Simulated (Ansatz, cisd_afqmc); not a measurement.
Species: Pb, charge 0, triplet.

Total energies in def2-QZVPP, 4 correlated electrons, 9 frozen orbitals. Radicals and triplets start from unrestricted determinants; spin-orbit coupling is neglected. Correlated methods leave the cores frozen (noble-gas shells, and filled d and f shells in the p block). Past Kr the def2 sets carry scalar-relativistic core potentials. The Monte Carlo rows (phaseless AFQMC, CISD trial, step 0.005/hartree) carry one-sigma bars that omit the constraint's bias. Outlying blocks are dropped, and bars are widened where a walk drifts. Over all cases where full CI ran beside it in this data, AFQMC minus full CI had a median of +0.1 mEh and passed +0.4 mEh in a tenth of the cases. Spin-orbit terms, left out, reach several kcal/mol for Br and I, and more for heavier atoms.

```tsv
method	program	energy (Eh)	minus CCSDTQ (mEh)
HF	Ansatz	-191.83621	50.71
MP2	Ansatz	-191.87624	10.68
CCSD	Ansatz	-191.88536	1.56
CCSD(T)	Ansatz	-191.88661	0.31
CCSDT(Q)	Ansatz	-191.88692	0.00
CCSDTQ	Ansatz	-191.88692	0.00
AFQMC/CISD	cisd_afqmc	-191.8868 ± 0.0001	0.1 ± 0.1
```

Ansatz is a quantum-chemistry and plane-wave program.
